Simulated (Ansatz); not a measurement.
CH₂FNSi (SMILES N=C=[SiH]F), singlet: a relaxation.

Input (in.yaml):

```yaml
crystal:
  periodic: [false, false, false]
  atoms:
    - {symbol: N, position_ang: [1.486215, -0.096258, -0.829716]}
    - {symbol: C, position_ang: [0.711006, -0.190152, -0.114016]}
    - {symbol: Si, position_ang: [-1.235348, 0.262606, 0.050060]}
    - {symbol: F, position_ang: [-2.031626, -1.132970, 0.066236]}
    - {symbol: H, position_ang: [2.493024, -0.521987, -0.367619]}
    - {symbol: H, position_ang: [-1.706547, 1.335165, 1.083206]}
basis:
  gaussian: {orbitals: def2-SVP}
hamiltonian: {xc: {name: BHLYP}, dispersion: d4}
relax: {f_tol: 0.01, max_steps: 5, max_displacement: 0.5}
```

Command:

```bash
ansatz run in.yaml --threads 2 --pin off --events-out ev --progress --plain --max-ram 3481MiB
```

The run's output (Ansatz 0.2.0):

```
Functional definition: BHLYP
  name "BHLYP"
  cite "Becke, J. Chem. Phys. 98, 1372 (1993) doi:10.1063/1.464304"
  cite "Becke, Phys. Rev. A 38, 3098 (1988) doi:10.1103/PhysRevA.38.3098"
  cite "Lee, Yang & Parr, Phys. Rev. B 37, 785 (1988) doi:10.1103/PhysRevB.37.785"
  parameter a = 0.5
  exchange = (1 - a)*b88_x + a*exact_x
  correlation = lyp_c
741 factors; integrals over basis functions are off by at most 3.7e-4 eV
mean field evaluation 1: about -13135.9562 eV, gradient 4.7e1 eV
mean field evaluation 2: about -13133.9895 eV, gradient 5.4e1 eV
mean field evaluation 4: about -13140.7311 eV, gradient 3.0e0 eV
mean field evaluation 8: about -13140.8195 eV, gradient 2.1e-1 eV
mean field evaluation 16: about -13140.8197 eV, gradient 1.1e-4 eV
mean field -13140.81970354 eV, -482.9162169377 hartree, gradient 2.9e-5 eV, S^2 0.000000; 0 other end points of the search recorded, 0 dependent functions left out
the calculation of the forces begins
reference -13140.81984798 eV, -482.9162222458 hartree; 19, 19 occupied and 51, 51 virtual orbitals, 741 factors
relax step   1: F+E_penalty+E_count = -13140.95203247 eV  Δ(F+E_penalty+E_count) = +0.000e0 eV  max|allowed force component| = 2.067e1 eV/Å  Δτ_max = 0.0000 Å  (29 SCF iters, accepted)
these checks for a lower state are left out or cut short: starts, cluster_reference, orbital_swaps, neighbouring_geometries, increment
741 factors; integrals over basis functions are off by at most 6.2e-4 eV
mean field -13142.31305895 eV, -482.9710967366 hartree, gradient 2.1e-5 eV, S^2 0.000000; 0 other end points of the search recorded, 0 dependent functions left out
the calculation of the forces begins
reference -13142.31320229 eV, -482.9711020042 hartree; 19, 19 occupied and 51, 51 virtual orbitals, 741 factors
relax step   2: F+E_penalty+E_count = -13142.44686438 eV  Δ(F+E_penalty+E_count) = -1.495e0 eV  max|allowed force component| = 5.392e0 eV/Å  Δτ_max = 0.4861 Å  (38 SCF iters, accepted)
these checks for a lower state are left out or cut short: starts, cluster_reference, orbital_swaps, neighbouring_geometries, increment
741 factors; integrals over basis functions are off by at most 4.7e-4 eV
mean field evaluation 32: about -13143.0797 eV, gradient 6.4e-3 eV
mean field -13143.07970913 eV, -482.9992706112 hartree, gradient 1.8e-5 eV, S^2 0.000000; 0 other end points of the search recorded, 0 dependent functions left out
the calculation of the forces begins
reference -13143.07985320 eV, -482.9992759055 hartree; 19, 19 occupied and 51, 51 virtual orbitals, 741 factors
relax step   3: F+E_penalty+E_count = -13143.21149620 eV  Δ(F+E_penalty+E_count) = -7.646e-1 eV  max|allowed force component| = 3.167e0 eV/Å  Δτ_max = 0.2167 Å  (32 SCF iters, accepted)
these checks for a lower state are left out or cut short: starts, cluster_reference, orbital_swaps, neighbouring_geometries, increment
741 factors; integrals over basis functions are off by at most 5.0e-4 eV
mean field -13143.12323165 eV, -483.0008700341 hartree, gradient 2.8e-5 eV, S^2 0.000000; 0 other end points of the search recorded, 0 dependent functions left out
the calculation of the forces begins
reference -13143.12337624 eV, -483.0008753478 hartree; 19, 19 occupied and 51, 51 virtual orbitals, 741 factors
relax step   4: F+E_penalty+E_count = -13143.25477539 eV  Δ(F+E_penalty+E_count) = -4.328e-2 eV  max|allowed force component| = 2.316e0 eV/Å  Δτ_max = 0.1721 Å  (33 SCF iters, accepted)
these checks for a lower state are left out or cut short: starts, cluster_reference, orbital_swaps, neighbouring_geometries, increment
741 factors; integrals over basis functions are off by at most 5.1e-4 eV
mean field -13143.28120166 eV, -483.0066753249 hartree, gradient 1.4e-5 eV, S^2 0.000000; 0 other end points of the search recorded, 0 dependent functions left out
the calculation of the forces begins
reference -13143.28134473 eV, -483.0066805826 hartree; 19, 19 occupied and 51, 51 virtual orbitals, 741 factors
relax step   5: F+E_penalty+E_count = -13143.41329534 eV  Δ(F+E_penalty+E_count) = -1.585e-1 eV  max|allowed force component| = 2.035e0 eV/Å  Δτ_max = 0.0397 Å  (34 SCF iters, accepted)
Error: geometry relaxation did not converge after 5 steps: max|allowed force component| = 2.04e0 eV/Å (threshold 1.0e-2). Raise `relax.max_steps` over both its present limit and 5, loosen `relax.f_tol`, or start from a geometry closer to equilibrium. Where this run's directory can be resumed (`checkpoint.write`), a resume goes on for up to `relax.max_steps` more
```

The lines “mean field evaluation” count trial sets of orbitals through the whole run, from several starts and some on an approximate energy, so they need not fall steadily or lie above the final value.

The run took about 26 s on 2 CPU threads of an Intel Xeon (shared host).


The run did not converge within its limit.